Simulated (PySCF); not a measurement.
Species: (Cl)3Sn-S-SiH3.
Z-matrix (Å and degrees, PBE0-D3(BJ)/def2-SVP geometry), rows numbered from 1:
```
Sn
Cl  1  2.3242
Cl  1  2.3321  2  106.51
Cl  1  2.3184  2  108.12  3  -117.29
S   1  2.3780  2  112.21  3   120.26
Si  5  2.1743  1   97.08  2   -80.62
H   6  1.4878  5  103.76  1   165.98
H   6  1.4871  5  111.13  1   -74.77
H   6  1.4906  5  109.53  1    47.46
```

Level of theory: PBE0-D3(BJ)/def2-SVP geometry optimisation, gas phase, def2 core potentials past Kr in PySCF.

Take the most abundant isotopes and a rigid rotor. 

Q: Give the principal moments of inertia and the rotational constants in MHz.

A: Ia = 500.68, Ib = 831.78, Ic = 844.04 u·Å²; 505379 MHz·u·Å²/I gives A = 1009, B = 607.6, C = 598.8 MHz.

Q: What kind of rotor is it?

A: A near-prolate asymmetric top. Ray's parameter κ = (2B − A − C)/(A − C) = -0.957; −1 is the prolate and +1 the oblate limit.

Q: Is it planar, by Δ = Ic − Ia − Ib?

A: Not planar: Δ = Ic − Ia − Ib = -488.42 u·Å². For a rigid frame Δ = −2 Σ m c², so Σ m c² = 244.21 u·Å² lies off the ab plane: 2.93 from hydrogen and 241.28 from heavier atoms. The atom farthest from that plane is 1.87 Å away.

Q: Give the other two planar moments, Paa and Pbb, and the rms extents of the mass along the axes.

A: Paa = Σ m a² = (Ib + Ic − Ia)/2 = 587.57 and Pbb = Σ m b² = (Ia + Ic − Ib)/2 = 256.47 u·Å². With the mass M = 287.78 u, the rms extents √(P/M) along a, b and c are 1.43, 0.94, 0.92 Å.

Q: Where do the levels up to J = 4 lie, in K?

A: Above 0(0,0), as E/k:
J = 1: 1(0,1) 0.058, 1(1,1) 0.077, 1(1,0) 0.078
J = 2: 2(0,2) 0.174, 2(1,2) 0.193, 2(1,1) 0.194, 2(2,1) 0.252, 2(2,0) 0.252
J = 3: 3(0,3) 0.347, 3(1,3) 0.366, 3(1,2) 0.368, 3(2,2) 0.425, 3(2,1) 0.425, 3(3,1) 0.523, 3(3,0) 0.523
J = 4: 4(0,4) 0.579, 4(1,4) 0.596, 4(1,3) 0.601, 4(2,3) 0.657, 4(2,2) 0.657, 4(3,2) 0.754, 4(3,1) 0.754, 4(4,1) 0.891, 4(4,0) 0.891
The levels of one J sum to (2J + 1)J(J + 1)(A + B + C)/3.

Q: Which types of transition are allowed, and where do some lines up to J = 2 fall?

A: The dipole components are |μa| = 2.11 D, |μb| = 0.08 D, |μc| = 0.03 D. Intensities carry the squares of the components, which stand as 1.00 : 0.00 : 0.00 (a : b : c). Some of the stronger lines:

```
type  branch         J(Ka,Kc)   MHz  lower level (cm⁻¹)
   a       R  1(0,1) ← 0(0,0)  1206               0.000
   a       R  2(1,2) ← 1(1,1)  2404               0.054
   a       R  2(0,2) ← 1(0,1)  2413               0.040
   a       R  2(1,1) ← 1(1,0)  2422               0.054
```

Q: Estimate the classical rotational partition function at 25 K, 200 K and 500 K.

A: Point group C1, symmetry number σ = 1; q = (√π/σ)·√((kT/h)³/(ABC)), k/h = 20836.6 MHz/K: 34800 at 25 K, 787000 at 200 K, 3110000 at 500 K.

No frequency check. Constants of a rigid frame at the computed geometry: no zero-point averaging, no centrifugal distortion. A rigid rotor knows nothing of internal rotation, which can split or shift real lines. Quadrupole hyperfine structure (35Cl) is left out.
